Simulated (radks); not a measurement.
Charge is removed step by step from the 2s up level of Li, starting from [He] 2s(up 1, down 0). All-electron calculation, non-relativistic Kohn-Sham, PBE, spin-polarised, spherical densities, point nucleus. Program: a radial shooting solver on a logarithmic mesh with Libxc functionals.

| removed (e) | E - E(0) (eV) | eigenvalue (eV) |
|---|---|---|
| 0 | 0.000 | -3.228 |
| 0.1 | 0.347 | -3.712 |
| 0.2 | 0.743 | -4.202 |
| 0.3 | 1.187 | -4.694 |
| 0.4 | 1.681 | -5.184 |
| 0.5 | 2.224 | -5.665 |
| 0.6 | 2.814 | -6.132 |
| 0.7 | 3.450 | -6.576 |
| 0.8 | 4.128 | -6.990 |
| 0.9 | 4.847 | -7.369 |

The mean slope of the eigenvalue, de/dn, is 4.60 eV per electron.
